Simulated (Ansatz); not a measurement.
A CCSD(T) single point on C$_{8}$H$_{16}$ (`CCC1CCCCC1`).

```yaml
crystal:
  periodic: [false, false, false]
  atoms:
    - {symbol: C, position_ang: [2.263122, 1.435240, -0.586235]}
    - {symbol: C, position_ang: [1.536698, 0.359395, -1.379749]}
    - {symbol: C, position_ang: [0.286566, -0.222485, -0.721525]}
    - {symbol: C, position_ang: [-0.813832, 0.812769, -0.508279]}
    - {symbol: C, position_ang: [-2.073493, 0.181365, 0.068683]}
    - {symbol: C, position_ang: [-1.776184, -0.561165, 1.363966]}
    - {symbol: C, position_ang: [-0.669853, -1.588651, 1.169552]}
    - {symbol: C, position_ang: [0.583040, -0.948767, 0.587198]}
    - {symbol: H, position_ang: [1.626620, 2.303499, -0.400340]}
    - {symbol: H, position_ang: [3.141443, 1.787310, -1.132316]}
    - {symbol: H, position_ang: [2.609357, 1.063801, 0.381113]}
    - {symbol: H, position_ang: [1.253724, 0.767515, -2.357043]}
    - {symbol: H, position_ang: [2.232257, -0.462554, -1.585541]}
    - {symbol: H, position_ang: [-0.112946, -0.973399, -1.419334]}
    - {symbol: H, position_ang: [-0.457552, 1.587762, 0.181287]}
    - {symbol: H, position_ang: [-1.039212, 1.317029, -1.454534]}
    - {symbol: H, position_ang: [-2.838941, 0.945515, 0.235524]}
    - {symbol: H, position_ang: [-2.490489, -0.522805, -0.662452]}
    - {symbol: H, position_ang: [-2.682180, -1.044054, 1.742762]}
    - {symbol: H, position_ang: [-1.464647, 0.161609, 2.128837]}
    - {symbol: H, position_ang: [-0.438100, -2.082082, 2.118491]}
    - {symbol: H, position_ang: [-1.022959, -2.373399, 0.488525]}
    - {symbol: H, position_ang: [1.357866, -1.706327, 0.425320]}
    - {symbol: H, position_ang: [0.989687, -0.237112, 1.316069]}
basis:
  gaussian: {orbitals: def2-TZVPP}
correlation: {method: ccsd_t}
```

```sh
$ ansatz run in.yaml --threads 5 --pin off --events-out ev --progress --plain --max-ram 66560MiB --backend cuda --devices 0, --max-vram 37GiB
```

Log, shortened:

```
Functional definition: HF
2734 factors; integrals over basis functions are off by at most 9.3e-4 eV
mean field evaluation 1: about -8492.8645 eV, gradient 5.1e1 eV
mean field evaluation 2: about -8493.2287 eV, gradient 5.0e1 eV
mean field evaluation 4: about -8500.3250 eV, gradient 6.4e0 eV
mean field evaluation 8: about -8500.4542 eV, gradient 3.0e-1 eV
mean field -8500.45452856 eV, -312.3859421097 hartree, gradient 2.1e-6 eV, S^2 0.000000; 0 other end points of the search recorded, 0 dependent functions left out
8 core orbitals not correlated: weight in the atoms' cores, before any rotation towards them, 1.000 or more for the frozen orbitals, at most 0.000 for the correlated occupied ones
reference -8500.45452856 eV, -312.3859421097 hartree; 24, 24 occupied and 440, 440 virtual orbitals, 2734 factors
second order -37.93581159 eV of doubles, -0.00000000 eV of singles
cycle   1  -39.08488035 eV  change    -1.1e0 eV  update   1.2e-1
cycle   2  -39.98346375 eV  change   -9.0e-1 eV  update   3.1e-2
cycle   3  -40.11277330 eV  change   -1.3e-1 eV  update   1.2e-2
cycle   4  -40.10878684 eV  change    4.0e-3 eV  update   2.6e-3
cycle   5  -40.10977646 eV  change   -9.9e-4 eV  update   8.5e-4
cycle   6  -40.11006710 eV  change   -2.9e-4 eV  update   2.0e-4
cycle   7  -40.11000379 eV  change    6.3e-5 eV  update   6.2e-5
cycle   8  -40.11000489 eV  change   -1.1e-6 eV  update   1.6e-5
perturbative correction -1.64388567 eV, -0.0604116841 hartree
Total energy: -8542.20841913 eV, -313.9203692861 hartree
```

Hardware: 5 threads of an AMD EPYC 7R13 on a shared host and a share of an NVIDIA H100 80 GB. Wall time 40 s, peak host memory 1 GiB.

Correlation energy per correlated electron: -0.870 eV. T1 diagnostic: 0.0088.
